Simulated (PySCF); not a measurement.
GeCl₂, SMILES [Cl][Ge][Cl] (connectivity only; charge and spin as stated), neutral, multiplicity 1. Atoms are numbered in the order given.

```xyz
3

Ge     0.0000     0.0000     0.7225
Cl     0.0000     1.6711    -0.6800
Cl     0.0000    -1.6711    -0.6800
```

Geometry: PBE0-D3(BJ)/def2-TZVP. The isomer is the one that the SMILES or the coordinates give; other isomers of the formula were not compared.

Computed with B3LYP/def2-TZVPD run with PySCF.

Mulliken values depend strongly on the basis, most of all with diffuse functions as here. ESP charges are fitted to the potential on shells at 1.4 to 2.0 van der Waals radii. Atomic charges (e):

```tsv
atom	ESP fit	Mulliken
Ge1	(withheld)	0.63
Cl2	(withheld)	-0.31
Cl3	(withheld)	-0.31
```

What belongs in the gaps? (Estimate from the structure and the level; the computed values follow.)


- Ge1, ESP fit: 0.32
- Cl2, ESP fit: -0.16
- Cl3, ESP fit: -0.16
